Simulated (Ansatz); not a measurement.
Species: HS2, net charge 0, doublet state. It need not be the lowest isomer of its formula. SMILES: [S]S
Geometry from a B3LYP-D3(BJ)/def2-TZVP (Ansatz, an electronic-structure program) optimisation:
```xyz
3

S     -0.9203     0.0126     0.4581
S      0.8239     0.0408    -0.4735
H      1.5432    -0.8556     0.2469
```
Charge 0, spin multiplicity 2.

Atomisation energy built up term by term with Ansatz (kcal/mol; UHF references for open shells; valence terms freeze the core; atomic spin-orbit terms are left out). Basis-set limits of correlation are two-point, X^-3; Hartree-Fock from the larger set.

```
term                                            basis  kcal/mol
-----------------------  ----------------------------  --------
Hartree-Fock                              def2-QZVPPD     97.59
CCSD correlation         CBS(def2-TZVPPD,def2-QZVPPD)         …
(T)                      CBS(def2-TZVPPD,def2-QZVPPD)         …
CCSDT - CCSD(T)                           cc-pV(D+d)Z      0.25
core correlation                            cc-pwCVTZ      0.64
scalar relativity (X2C)    cc-pVTZ-DK against cc-pVTZ     -0.45
sum: De                                                       …
```

Q: Some entries are withheld; supply them.

A: 
- CCSD correlation, kcal/mol: 59.98
- (T), kcal/mol: 6.30
- sum: De, kcal/mol: 164.3
